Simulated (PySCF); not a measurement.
nitrogen atom (N), quartet.

Input for PySCF:
```python
from pyscf import gto, scf, dft

mol = gto.M(
    atom='''
N     0.00000000    0.00000000    0.00000000
''',
    basis='def2-svp',
    spin=3,
    verbose=4,
)

mf = dft.UKS(mol)
mf.xc = 'camb3lyp'
mf.kernel()
```

Question: What does this run give for the dipole moment, HOMO energy, <S^2>, total energy, number of basis functions?

Answer: 
```json
{
  "dipole_moment": "0.00 D",
  "HOMO energy": "-11.41 eV",
  "<S^2>": "3.753",
  "total_energy": "-54.5163 Eh",
  "number_of_basis_functions": "14"
}
```

These values belong to the state on which the SCF converged, which isn't shown to be the lowest.
